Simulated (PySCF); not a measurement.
[Ir(OH)2] (charge 0, multiplicity 2), PySCF with TPSSh-D3(BJ)/def2-TZVP // r2SCAN-D4/def2-SVP. Convergence was not reached.

```python
import json, numpy as np
from pyscf import gto, dft
from fastk import lowrank_exchange
atoms = """
Ir    -0.002090    -0.173414     0.035395
O      1.421349    -0.629649    -1.033966
H      1.634478    -0.258685    -1.904551
O     -1.489254     0.206121     1.045569
H     -1.789132    -0.264449     1.838985
"""
def scf(charge, spin, dm0=None):
    mol = gto.M(atom=atoms, basis='def2-tzvp', ecp={'Ir': 'def2-tzvp'}, charge=charge, spin=spin, verbose=4, max_memory=5040)
    mf = dft.KS(mol, xc='tpssh').density_fit(auxbasis="def2-universal-jkfit")
    mf.disp = 'd3bj'
    mf.grids.level = 3
    mf.conv_tol = 1e-8
    mf.max_cycle = 120
    mf.level_shift = 0.25
    mf.kernel(dm0)
    if not mf.converged:
        mf = mf.newton().run(mf.mo_coeff, mf.mo_occ).undo_soscf()
    return mf
mf = scf(0, 1)
lowrank_exchange(mf)  # same exchange matrices as the stock routine, built faster for response steps
mo, _, stable, _ = mf.stability(return_status=True)
if not stable:
    mf.kernel(mf.make_rdm1(mo, mf.mo_occ))
e, occ = np.ravel(mf.mo_energy), np.ravel(mf.mo_occ)
ev = 27.211386245988
occupied, empty = np.sort(e[occ > 0]) * ev, np.sort(e[occ == 0]) * ev
print("highest occupied levels (eV):", np.round(occupied[-6:], 3))
print("lowest empty levels (eV):", np.round(empty[:6], 3))
res = dict(converged=bool(mf.converged), energy=mf.e_tot, dispersion=float(mf.get_dispersion()) if mf.do_disp() else 0.0, nlc=bool(mf.do_nlc()), nao=mf.mol.nao, cycles=mf.cycles,
           occupied=occupied[-8:].tolist(), empty=empty[:8].tolist(), dipole=mf.dip_moment().tolist(), s2=float(mf.spin_square()[0]),
           mulliken=mf.mulliken_pop(verbose=3)[1].tolist(), meta_lowdin=mf.mulliken_meta(verbose=3)[1].tolist())
res["spin_pop"] = mf.mulliken_spin_pop(verbose=3)[1].tolist()
json.dump(res, open("result.json", "w"))
```

The last lines of the output:

```
  beta  nocc = 17  HOMO = -0.223531600118101  LUMO = 0.106273233551011
  HOMO = -0.223531600118  LUMO = 0.106273233551  gap/eV = 8.97445
cycle= 117 E= -256.012813586748  delta_E= -1.5e-07  |g|= 6.97e-05  |ddm|= 0.000611
  alpha nocc = 18  HOMO = -0.231114396476742  LUMO = 0.109059092344822
  beta  nocc = 17  HOMO = -0.22352014811653  LUMO = 0.106284395881746
  HOMO = -0.223520148117  LUMO = 0.106284395882  gap/eV = 8.97444
cycle= 118 E= -256.012813596186  delta_E= -9.44e-09  |g|= 0.000145  |ddm|= 0.00068
  alpha nocc = 18  HOMO = -0.231118420676926  LUMO = 0.109053292958973
  beta  nocc = 17  HOMO = -0.22352419609726  LUMO = 0.106279992806935
  HOMO = -0.223524196097  LUMO = 0.106279992807  gap/eV = 8.97443
cycle= 119 E= -256.012813600296  delta_E= -4.11e-09  |g|= 0.000204  |ddm|= 0.000913
  alpha nocc = 18  HOMO = -0.231116445591842  LUMO = 0.109055753149761
  beta  nocc = 17  HOMO = -0.223520041196276  LUMO = 0.10628359050728
  HOMO = -0.223520041196  LUMO = 0.106283590507  gap/eV = 8.97441
cycle= 120 E= -256.012813596812  delta_E= 3.48e-09  |g|= 0.000256  |ddm|= 0.00113
SCF not converged.
SCF energy = -256.012813596812 after 120 cycles  <S^2> = 1.0923936  2S+1 = 2.3172342
highest occupied levels (eV): [-6.746 -6.542 -6.437 -6.289 -6.271 -6.082]
lowest empty levels (eV): [2.625 2.892 2.968 6.941 7.093 7.134]
Calc dispersion correction with DFTD3.
Parameters: xc=tpssh, version=d3bj, atm=False
Dipole moment(X, Y, Z, Debye): -0.13157, -0.14776, -0.11229
 ** Mulliken atomic charges   ( Nelec_alpha | Nelec_beta ) **
charge of  0Ir =      0.42781  (     8.72628      7.84591 )
charge of  1O =     -0.57338  (     4.30375      4.26963 )
charge of  2H =      0.35943  (     0.33302      0.30755 )
charge of  3O =     -0.57333  (     4.30397      4.26936 )
charge of  4H =      0.35947  (     0.33298      0.30755 )
 ** Mulliken pop alpha/beta on meta-lowdin orthogonal AOs **
 ** Mulliken atomic charges   ( Nelec_alpha | Nelec_beta ) **
charge of  0Ir =      1.49459  (     8.17666      7.32875 )
charge of  1O =     -1.10700  (     4.58161      4.52539 )
charge of  2H =      0.35927  (     0.33021      0.31052 )
charge of  3O =     -1.10618  (     4.58133      4.52486 )
charge of  4H =      0.35932  (     0.33019      0.31048 )
 ** Mulliken Spin Density (per atom)  **
spin density of  0 Ir =      0.88037
spin density of  1 O =      0.03413
spin density of  2 H =      0.02547
spin density of  3 O =      0.03461
spin density of  4 H =      0.02543
```
